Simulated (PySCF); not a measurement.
C7H6ClOP.
Structure used (PBE0-D3(BJ)/def2-SVP), in Å, numbered top down from 1:
```
atom  x, y, z in Å
C1    -0.5269   -0.1232    0.0245
C2     0.8971   -0.5485    0.2745
C3     1.1673   -1.9051    0.4638
P4     2.6927   -2.6684    0.7645
C5     3.7237   -1.2557    0.7541
Cl6    5.4195   -1.5172    1.0236
C7     3.2852    0.0410    0.5475
C8     1.9481    0.3926    0.3185
C9     1.6916    1.8430    0.1188
O10    2.5536    2.6865    0.1381
H11   -0.6396    0.3839   -0.9460
H12   -0.8901    0.5686    0.8001
H13   -1.1923   -0.9962    0.0213
H14    0.3153   -2.5935    0.4189
H15    4.0070    0.8639    0.5581
H16    0.6288    2.1313   -0.0545
```

Level: CAM-B3LYP/def2-SVPD in PySCF, non-relativistic, on one gas-phase PBE0-D3(BJ)/def2-SVP geometry that isn't relaxed in the solvent. The solvent is an IEF-PCM continuum (cavity from Bondi-type radii × 1.2), and excitations are vertical TDDFT with non-equilibrium linear response and a frozen core. The model holds no explicit solvent molecules, cavitation or dispersion.

Gas-phase singlets (H = HOMO, L = LUMO):

| state | E (eV) | λ (nm) | f | leading configurations |
| --- | --- | --- | --- | --- |
| S1 | 3.645 | 340 | 0.000 | H-2→L 81%, H-2→L+2 17% |
| S2 | 4.040 | 307 | 0.069 | H→L 72%, H-1→L 17% |
| S3 | 4.566 | 272 | 0.178 | H-1→L 62%, H→L 22%, H→L+1 13% |
| S4 | 4.753 | 261 | 0.015 | H-3→L 94% |
| S5 | 5.535 | 224 | 0.372 | H→L+1 70%, H-1→L 18% |

Question: What are the lowest 5 singlets in dichloromethane (ε = 8.93)?

Answer: 
```tsv
state	E (eV)	λ (nm)	f	leading configurations	change by rank (eV)
S1	3.766	329	0.000	H-2→L 81%, H-2→L+2 16%	+0.121
S2	3.994	310	0.121	H→L 78%, H-1→L 13%	-0.046
S3	4.459	278	0.247	H-1→L 71%, H→L 17%, H→L+1 10%	-0.107
S4	4.730	262	0.020	H-3→L 94%	-0.023
S5	5.471	227	0.477	H→L+1 77%, H-1→L 13%	-0.064
```

Question: The ground-state energy changes by -0.239 eV from gas to dichloromethane. By how much does the total energy of gas-phase S1 change?

Answer: E(S1) = E(S0) + excitation energy, so it changes by -0.239 + 0.121 = -0.118 eV: it is lowered less than the ground state, which is what a blue shift means. This is the vertical state, with the slow part of the continuum still set for S0.

Question: How do the frontier levels move from gas to dichloromethane?

Answer: 
| orbital | gas (eV) | solvent (eV) | change (eV) |
| --- | --- | --- | --- |
| LUMO+2 | 0.80 | 0.95 | +0.15 |
| LUMO+1 | -0.27 | -0.07 | +0.20 |
| LUMO | -1.84 | -1.69 | +0.15 |
| HOMO | -8.50 | -8.37 | +0.13 |
| HOMO-1 | -9.18 | -8.99 | +0.19 |
| HOMO-2 | -9.35 | -9.33 | +0.02 |
| HOMO-3 | -9.83 | -9.70 | +0.13 |

The HOMO–LUMO gap goes from 6.67 to 6.68 eV.

On one thread of an Arm Neoverse V2, no GPU, on a shared host, this took 58 s and 1.4 GiB of memory at its peak. This is the whole response run at CAM-B3LYP/def2-SVPD in dichloromethane, SCF included.
